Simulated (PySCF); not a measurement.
**Relaxation of triplet Os(OH)₂**

All numbers come from PySCF, UPBE0, basis Os def2-SVP with ECP60, O def2-SVP, H def2-SVP (scalar-relativistic core potentials, no spin–orbit coupling, density fitting). A (50,194) grid was used.

A hand-made bent (heavy-atom frame) start, with no symmetry imposed:

```xyz
5
charge 0 multiplicity 3, angstrom
Os    0.0000    0.0000   -0.1689
O     1.5728    0.0000    0.9324
O    -1.5728    0.0000    0.9324
H     2.0783   -0.7354    1.2863
H    -2.0783    0.7354    1.2863
```

Question: What does it relax to?

Answer: It ends at C2 with Os–O 1.840 Å (×2), O–H 0.965 Å (×2); H–O–Os 127.3° (×2), O–Os–O 160.2° (after a last refinement on a finer grid). A frequency run shows a minimum. Other isomers or separated fragments may lie lower.

Question: How much energy is released, and in how many steps?

Answer: 103.7 kJ/mol in 12 steps.

Other spin states or occupations of the open shell can lie lower. No spin–orbit coupling is included, which matters more the heavier the element.
